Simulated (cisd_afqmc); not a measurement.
Input (AFQMC/CISD/cc-pVDZ; cisd_afqmc is a phaseless AFQMC code with CISD trial states that reads the integrals written by Ansatz):

Ansatz 0.2 input:
```python
import cisd_afqmc

open("ham.yaml", "w").write("""\
crystal:
  periodic: [false, false, false]
  atoms:
    - {symbol: B, position_ang: [-0.00000000, -0.00000000, -0.73975084]}
    - {symbol: O, position_ang: [0.00000000, 0.00000000, 0.46234428]}
basis:
  gaussian:
    orbitals: cc-pVDZ
magnetization: {spin_polarized: true, initial_magnetization: 1}
correlation: {method: ccsd, electrons: outside_noble_gas, hamiltonian_folder: ham}
""")
rep = cisd_afqmc.ansatz("ham.yaml")
e_ccsd = rep["correlation"]["coupled_cluster"]["energy"]["hartree"]
out = cisd_afqmc.run("ham", e_ccsd, trial="CISD", walkers=200, populations=8, threads=8, dt=0.005, steps=40, early=24, settle=10, least=32,
    cut=5e-5, rank_cut=2e-4, target=0.0004, seconds=1500, seed=1, memory=17280, gpu=False)
```

Output:

```
orbitals 26, occupied [5, 4], factors 136 of 260, rank of the doubles 133 of 193
E(HF) = -99.526738
E(CCSD) on the cut factors = -99.771436, shift to the whole factors -0.000003
Energy of the trial state on the determinant = -99.771438
  tau behind 7.2 of longer steps, mean of the populations' last blocks
   2.0  -99.78270
   4.0  -99.78256
   6.0  -99.78142
   8.0  -99.78262
  10.0  -99.78140
  12.0  -99.78186
blocks 553 (3 outliers left out), error by blocks joined: 1: 0.00021, 2: 0.00026, 4: 0.00030, 8: 0.00031, 16: 0.00039
E(AFQMC/CISD) = -99.78198 +/- 0.00039
```

The determinant is spin-contaminated: <S^2> is 0.80, 0.05 over the pure value.

The error still grows at the longest joins of blocks, or few joins were possible, so the printed bar may be too narrow.
